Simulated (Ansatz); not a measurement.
Computed with Ansatz on PBE0-D4/def2-TZVP structures; ΔE is electronic, products minus reactants. CCSD(T)/CBS is the MP2 limit (def2-TZVPP, def2-QZVPP) plus CCSD(T) − MP2 in def2-TZVPP, frozen cores. Functionals use def2-TZVPP. Elements past krypton have def2 core potentials. For Sn outer-core shells are correlated without core-valence functions, which leaves a few kJ/mol of doubt a bond. Each species was taken in one conformer, which may not be the lowest.

Consider the isomerisation: `C[SiH](Cl)[SnH3]` → `ClC[SiH2][SnH3]`.

```tsv
level	ΔE (kcal/mol)
PBE0-D4	41.1
B2PLYP	41.4
CAM-B3LYP	41.2
CCSD/def2-SVP	39.0
MP2/def2-QZVPP	42.6
SCS-MP2/def2-QZVPP	41.6
HF/CBS(def2)	42.4
MP2/CBS(def2)	42.9
```

**Question.** What does CCSD(T)/CBS give? (An estimate is asked.)

**Answer.** Ansatz gave: +41.2 kcal/mol. The listed levels differ from it by -0.1, 0.2, 0.0, -2.2, 1.4, 0.4, 1.2, 1.7 kcal/mol.

Largest T1 diagnostic among the species: 0.012.

From BLYP to BHLYP (50 % exact exchange), in def2-TZVPP and without D4, ΔE moves by +2.0 kcal/mol. At CCSD(T), def2-SVP lies −2.6 kcal/mol from the extrapolated value and def2-TZVPP −0.6 kcal/mol. Leaving LDA and LC-ωPBE aside and taking each functional with its dispersion term where it has one, the values, not all of them listed here, spread over 3.3 kcal/mol, from revPBE-D4 to B97M-V.
